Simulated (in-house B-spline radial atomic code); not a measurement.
Results of a calculation; reference values are marked as such.
## Softness against transferability: the 4s channel of Fe

Fe, [Ar] 3d6 4s2, non-relativistic LDA (VWN5), spherical and spin-unpolarised, from an all-electron radial atomic-structure program (B-spline basis) (atomic units). The all-electron 4s level is ε = -0.197978 hartree, its outermost node lies just inside 1.03 bohr and its outer maximum at 2.41 bohr.

Troullier-Martins pseudo-orbitals are made for several radii. The cutoffs (hartree) are the plane-wave energies beyond which the orbital holds less than the named kinetic energy per electron. The phase error is the difference, pseudo minus all-electron, of arctan(R P'/P) at R = 3.67 bohr for all radii, half a hartree below and above the level.

```tsv
r_c (bohr)	V_l(0) (hartree)	cutoff for 10 mEh	for 1 mEh	for 0.1 mEh	phase error at ε − 0.5 (mrad)	at ε + 0.5 (mrad)
1.81	-0.75	2.69	10.6	23.7	-0.3	-9.2
2.09	1.59	2.51	7.22	11.5	-0.2	-5.5
2.41	1.38	2.51	6.77	11	-0.3	-6.5
2.72	0.74	2.16	4.26	9.33	-0.5	-12.6
3.03	0.30	1.77	3.28	7.68	-1.1	-26.1
3.37	0.00	1.1	2.69	6.2	-2.4	-52.2
```

Problem. Which radius needs the lowest cutoff for 0.1 mEh while both phase errors stay within 12.7 mrad?

Solution. The radii within that limit are 1.81, 2.09, 2.41, 2.72 bohr; of these r_c = 2.72 needs the least, 9.33 hartree, that is 18.7 Ry or 254 eV.

Problem. What does the larger radius buy, and what does it cost?

Solution. From r_c = 1.81 to 3.37 bohr the cutoff for 1 mEh goes from 10.6 to 2.69 hartree, a factor of 3.94, against 3.47 for a pure 1/r_c² scaling, end to end; step by step it is 10.6, 7.22, 6.77, 4.26, 3.28, 2.69, and for 0.1 mEh 23.7, 11.5, 11, 9.33, 7.68, 6.2; the number of plane waves goes as the cutoff to the power 3/2, here a factor of 7.8. The larger of the two phase errors is least at r_c = 2.09 bohr, 5.5 mrad; it is 9.2 at the smallest radius and 52.2 at the largest. These errors test the reference atom alone. The smallest radius lies well inside the outer maximum, where the nodeless form must bend sharply to keep the norm, so it is both harder and scatters less well than the next. Large radii also let the cores of neighbours overlap, which an atom doesn't show.
